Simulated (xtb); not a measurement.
CH7ClN2Si, SMILES NC[Si@@H](N)Cl. All values are semi-empirical tight-binding results from xtb (GFN2-xTB unless named), good for trends rather than for accurate numbers. The structure is a stationary point at GFN2-xTB. The structure was generated by enumeration; whether it is a known compound was not checked. The values are those of a single conformer.

Optimised geometry:

```xyz
12

N     -2.2848    -1.2709     0.6099
C     -1.5529    -0.3151    -0.2227
Si     0.2020     0.1307     0.3955
N      1.1403    -1.3107     0.3625
Cl     1.1317     1.4099    -0.8595
H     -2.3602    -0.9199     1.5588
H     -1.7804    -2.1498     0.6500
H     -2.1734     0.5821    -0.2905
H     -1.5128    -0.7387    -1.2294
H      0.1119     0.7878     1.7065
H      2.1459    -1.2539     0.3735
H      0.8307    -2.1430     0.8348
```
Charge 0, spin multiplicity 1.

Question: Estimate the properties. (The exact figures need the calculation; the answer reports its results.)

Answer: 
```yaml
orbital_gap: 5.00 eV
dipole_moment: 3.40 D
zero_point_energy: 55.7 kcal/mol
G − E(el) at 298.15 K (modified RRHO): 35.2 kcal/mol
static polarisability (D4 model): 74.7 bohr³
solvation energy, GFN2-xTB/ALPB(water): -6.1 kcal/mol
solvation energy, GFN2-xTB/ALPB(acetone): -7.7 kcal/mol
```

Question: Give the atomic charges and the Wiberg bond orders between heavy atoms. (An estimate is asked for; the answer gives what the named calculation found.)

Answer: charges (e) N1 -0.35, C2 -0.08, Si3 0.51, N4 -0.39, Cl5 -0.28, H6 0.13, H7 0.13, H8 0.03, H9 0.04, H10 -0.06, H11 0.17, H12 0.16. Bond orders N1–C2 1.03, C2–Si3 0.86, Si3–N4 1.19, Si3–Cl5 1.03.
